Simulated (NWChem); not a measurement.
Correlation energy of ITl

SMILES: [Tl][I]
```xyz
2

Tl     0.0000     0.0000    -1.1460
I      0.0000     0.0000     1.7514
```
Charge 0, spin multiplicity 1.

Everything below was run with NWChem. The geometry was optimised at B3LYP/def2-SVP with def2 effective core potentials on I, Tl, a minimum by its harmonic frequencies.

Basis set: def2-TZVP. Each correlation energy counts from its own Hartree-Fock reference.

Effective core potentials replace the inner electrons of I, Tl; spin-orbit coupling is left out. The correlated methods keep 8 core orbitals frozen. The structure started from a generated list of species. Coupled-cluster values serve here as a point of comparison, not as the truth.

Task: One of these methods gave a correlation energy of -755.8 mHa. Which?
A. SCS-MP2
B. CR-CCSD[T]
C. MP2
D. CCSD

Result: A, SCS-MP2. The others give -812.0 (CR-CCSD[T]), -798.2 (CCSD), -855.0 (MP2).
